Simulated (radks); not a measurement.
Problem. Cs7+, configuration [Kr] 4d10 5s2 (the NIST ground configuration). Method: Dirac Kohn-Sham, LB94 model potential, spin-unpolarised, spherical densities, finite nucleus; Fermi nuclear charge, rms radius 4.8041 fm; computed with a radial shooting solver on a logarithmic mesh with Libxc functionals.

Spin-orbit splittings of the eigenvalues, e(l+1/2) - e(l-1/2), with zeta = 2 splitting/(2l+1) and mean radii in bohr:

shell  occ.  splitting (eV)  zeta (eV)  <r> j=l-1/2  <r> j=l+1/2
2p        6           356.0      237.3      0.09375      0.09965
3p        6               ?          ?       0.2880       0.2997
3d       10           14.52      5.809       0.2704       0.2740
4p        6           13.99      9.327       0.7179       0.7456
4d       10           2.378     0.9512       0.8177       0.8274
5p        0           2.993      1.996        1.642        1.692

Estimate the 3p splitting.

Solution. 67.95 eV (zeta = 45.30 eV).
